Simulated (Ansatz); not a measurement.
`OB1CS1`, charge 0, multiplicity 1.

**Question.** Give a relaxed structure at PBE0-D4/def2-TZVP (Ansatz). (Estimate.)

**Answer.** Computed: 
Z-matrix (Å, degrees):
```
C
B 1 1.530
S 1 1.883 2 60.8
H 1 1.087 2 121.6 3 101.1
H 1 1.087 2 121.6 3 -101.1
O 2 1.340 1 148.4 3 180.0
H 6 0.961 2 113.4 1 0.0
```
Point group Cs.
